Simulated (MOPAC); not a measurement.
Job for MOPAC: PM7 on C3H10N (SMILES CC[NH2+]C). Charge +1.

```
PM7 1SCF PRECISE CHARGE=1 THREADS=1
C3H10N

C     -1.90199641 1    -0.27915359 1     0.26859538 1
C     -0.56256967 1     0.32352120 1    -0.09720339 1
N      0.55036821 1    -0.28332145 1     0.73399646 1
C      1.91806885 1     0.25620071 1     0.43666584 1
H     -2.15960564 1    -0.09271009 1     1.31270360 1
H     -2.67544056 1     0.17963656 1    -0.34652869 1
H     -1.92834582 1    -1.35407725 1     0.08115508 1
H     -0.29562040 1     0.14119252 1    -1.13710214 1
H     -0.52583171 1     1.39612058 1     0.08739265 1
H      0.54581606 1    -1.29648885 1     0.59479378 1
H      0.33438080 1    -0.13872801 1     1.72310936 1
H      1.91407284 1     1.32625670 1     0.62511903 1
H      2.64099007 1    -0.23821333 1     1.08055685 1
H      2.14571339 1     0.05976434 1    -0.60743207 1
```

Program output:

```
*******************************************************************************
 **                                                                           **
 **                              MOPAC v23.2.5                                **
 **                                                                           **
 *******************************************************************************
 ** MOPAC's Digital Object Identifier: https://doi.org/10.5281/zenodo.6511958 **
 **                                                                           **
 ** Please cite the open-source release paper for use of this MOPAC version:  **
 ** J. E. Moussa and J. J. P. Stewart (2026)                                  **
 ** MOPAC: An open-source semiempirical molecular orbital program             **
 ** J. Open Source Softw., 11(119), 8025, https://doi.org/10.21105/joss.08025 **
 *******************************************************************************

                              PM7 CALCULATION RESULTS

 *******************************************************************************
 *  PM7        - The PM7 Hamiltonian to be used
 *
 *
 *
 *                 CHARGE ON SYSTEM = +1
 *
 *
 *
 *  PRECISE    - TIGHTER CRITERIA TO BE USED
 *  1SCF       - DO 1 SCF AND THEN STOP
 *  THREADS=1  - MULTI-THREADING NOT USED
 *  T=         - A TIME OF 172800.0 SECONDS REQUESTED
 *  DUMP=N     - RESTART FILE WRITTEN EVERY 7200.0 SECONDS REQUESTED
 *******************************************************************************
PM7 1SCF PRECISE CHARGE=1 THREADS=1
 C3H10N

   ATOM   CHEMICAL          X               Y               Z
  NUMBER   SYMBOL      (ANGSTROMS)     (ANGSTROMS)     (ANGSTROMS)

     1       C         -1.90199641  *  -0.27915359  *   0.26859538  *
     2       C         -0.56256967  *   0.32352120  *  -0.09720339  *
     3       N          0.55036821  *  -0.28332145  *   0.73399646  *
     4       C          1.91806885  *   0.25620071  *   0.43666584  *
     5       H         -2.15960564  *  -0.09271009  *   1.31270360  *
     6       H         -2.67544056  *   0.17963656  *  -0.34652869  *
     7       H         -1.92834582  *  -1.35407725  *   0.08115508  *
     8       H         -0.29562040  *   0.14119252  *  -1.13710214  *
     9       H         -0.52583171  *   1.39612058  *   0.08739265  *
    10       H          0.54581606  *  -1.29648885  *   0.59479378  *
    11       H          0.33438080  *  -0.13872801  *   1.72310936  *
    12       H          1.91407284  *   1.32625670  *   0.62511903  *
    13       H          2.64099007  *  -0.23821333  *   1.08055685  *
    14       H          2.14571339  *   0.05976434  *  -0.60743207  *



          CARTESIAN COORDINATES

    NO.       ATOM           X           Y           Z

     1         C         -1.9020     -0.2792      0.2686
     2         C         -0.5626      0.3235     -0.0972
     3         N          0.5504     -0.2833      0.7340
     4         C          1.9181      0.2562      0.4367
     5         H         -2.1596     -0.0927      1.3127
     6         H         -2.6754      0.1796     -0.3465
     7         H         -1.9283     -1.3541      0.0812
     8         H         -0.2956      0.1412     -1.1371
     9         H         -0.5258      1.3961      0.0874
    10         H          0.5458     -1.2965      0.5948
    11         H          0.3344     -0.1387      1.7231
    12         H          1.9141      1.3263      0.6251
    13         H          2.6410     -0.2382      1.0806
    14         H          2.1457      0.0598     -0.6074

 General Reference for PM7:
 "Optimization of Parameters for Semiempirical Methods VI: More Modifications to the
 NDDO Approximations and Re-optimization of Parameters", J. J. P. Stewart, J. Mol. Mod., 1:32, 19 (2013)
 https://link.springer.com/article/10.1007/s00894-012-1667-x

           Empirical Formula: C3 H10 N  =    14 atoms



      MOLECULAR POINT GROUP   :   Cs


      RHF CALCULATION, NO. OF DOUBLY OCCUPIED LEVELS = 13


 -------------------------------------------------------------------------------
 PM7 1SCF PRECISE CHARGE=1 THREADS=1
 C3H10N



     1SCF WAS SPECIFIED, SO BFGS WAS NOT USED
     SCF FIELD WAS ACHIEVED


                              PM7 CALCULATION
                                                       MOPAC v23.2.5 Linux




          FINAL HEAT OF FORMATION =        138.23770 KCAL/MOL =     578.38654 KJ/MOL


          COSMO AREA              =        115.17 SQUARE ANGSTROMS
          COSMO VOLUME            =         99.40 CUBIC ANGSTROMS

          IONIZATION POTENTIAL    =         17.378092 EV
          HOMO LUMO ENERGIES (EV) =        -17.378 -4.338
          NO. OF FILLED LEVELS    =         13
          MOLECULAR WEIGHT        =         60.1187         POINT GROUP:  Cs

          MOLECULAR DIMENSIONS (Angstroms)

            Atom       Atom       Distance
            H    13    H     6     5.52047
            H     5    H    14     3.00148
            H    12    H     7     2.86646


          SCF CALCULATIONS        =          1





   ATOM   CHEMICAL          X               Y               Z
  NUMBER   SYMBOL      (ANGSTROMS)     (ANGSTROMS)     (ANGSTROMS)

     1       C         -1.90199641  *  -0.27915359  *   0.26859538  *
     2       C         -0.56256967  *   0.32352120  *  -0.09720339  *
     3       N          0.55036821  *  -0.28332145  *   0.73399646  *
     4       C          1.91806885  *   0.25620071  *   0.43666584  *
     5       H         -2.15960564  *  -0.09271009  *   1.31270360  *
     6       H         -2.67544056  *   0.17963656  *  -0.34652869  *
     7       H         -1.92834582  *  -1.35407725  *   0.08115508  *
     8       H         -0.29562040  *   0.14119252  *  -1.13710214  *
     9       H         -0.52583171  *   1.39612058  *   0.08739265  *
    10       H          0.54581606  *  -1.29648885  *   0.59479378  *
    11       H          0.33438080  *  -0.13872801  *   1.72310936  *
    12       H          1.91407284  *   1.32625670  *   0.62511903  *
    13       H          2.64099007  *  -0.23821333  *   1.08055685  *
    14       H          2.14571339  *   0.05976434  *  -0.60743207  *

                             CARTESIAN COORDINATES

   1    C       -1.901996410    -0.279153590     0.268595380
   2    C       -0.562569670     0.323521200    -0.097203390
   3    N        0.550368210    -0.283321450     0.733996460
   4    C        1.918068850     0.256200710     0.436665840
   5    H       -2.159605640    -0.092710090     1.312703600
   6    H       -2.675440560     0.179636560    -0.346528690
   7    H       -1.928345820    -1.354077250     0.081155080
   8    H       -0.295620400     0.141192520    -1.137102140
   9    H       -0.525831710     1.396120580     0.087392650
  10    H        0.545816060    -1.296488850     0.594793780
  11    H        0.334380800    -0.138728010     1.723109360
  12    H        1.914072840     1.326256700     0.625119030
  13    H        2.640990070    -0.238213330     1.080556850
  14    H        2.145713390     0.059764340    -0.607432070


           Empirical Formula: C3 H10 N  =    14 atoms



      MOLECULAR POINT GROUP   :   Cs


                  EIGENVALUES
 -44.21481 -32.41233 -29.89823 -27.20995 -24.93539 -22.41731 -22.01858 -20.31873
 -19.31105 -19.04008 -18.54483 -17.92821 -17.37809  -4.33846  -2.37008  -1.46806
  -1.00679  -0.84008  -0.02424  -0.02323   0.10531   0.57419   0.81890   1.05216
   1.08537   2.26386


              NET ATOMIC CHARGES AND DIPOLE CONTRIBUTIONS

  ATOM NO.   TYPE          CHARGE      No. of ELECS.   s-Pop       p-Pop
    1          C          -0.468326        4.4683     1.05380     3.41452
    2          C          -0.142656        4.1427     1.08673     3.05593
    3          N          -0.143284        5.1433     1.49269     3.65060
    4          C          -0.317954        4.3180     1.08172     3.23623
    5          H           0.175767        0.8242     0.82423
    6          H           0.206339        0.7937     0.79366
    7          H           0.175773        0.8242     0.82423
    8          H           0.179051        0.8209     0.82095
    9          H           0.179042        0.8210     0.82096
   10          H           0.286632        0.7134     0.71337
   11          H           0.286628        0.7134     0.71337
   12          H           0.193996        0.8060     0.80600
   13          H           0.194999        0.8050     0.80500
   14          H           0.193992        0.8060     0.80601
 DIPOLE           X         Y         Z       TOTAL
 POINT-CHG.     1.924    -0.389     0.761     2.105
 HYBRID         0.033    -0.366     0.381     0.529
 SUM            1.957    -0.755     1.142     2.388


          ATOMIC ORBITAL ELECTRON POPULATIONS

     Atom    s        px        py        pz
    1  C   1.05380   1.03372   1.17676   1.20404
    2  C   1.08673   0.89591   1.10534   1.05468
    3  N   1.49269   1.17470   1.23752   1.23838
    4  C   1.08172   0.85333   1.17266   1.21024
    5  H   0.82423
    6  H   0.79366
    7  H   0.82423
    8  H   0.82095
    9  H   0.82096
   10  H   0.71337
   11  H   0.71337
   12  H   0.80600
   13  H   0.80500
   14  H   0.80601

 **********************
 *                    *
 * JOB ENDED NORMALLY *
 *                    *
 **********************




 == MOPAC DONE ==
```

The run finished.

Cost: around 0.03 core-seconds (rough).
